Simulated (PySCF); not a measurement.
**Electron correlation in Cu (copper, neutral)**

[Ar] 3d10 4s1, 2S determinant. Calculation: PySCF 2.14, in cc-pVTZ-PP with ECP10MDF; scalar relativity through the core potential. Frozen: 3s2 3p6; 11 electrons correlated.

MP2 pair energies summed by pair of shells (mhartree):

| pair | energy | share (%) |
| --- | --- | --- |
| 3d-3d | -488.58 | 95.6 |
| 3d-4s | -22.60 | 4.4 |

Total MP2 correlation energy: -511.18 mhartree.

Same-spin part -188.42 and opposite-spin part -322.76 mhartree; SCS-MP2 scales them by 1/3 and 6/5 to -450.12 mhartree.
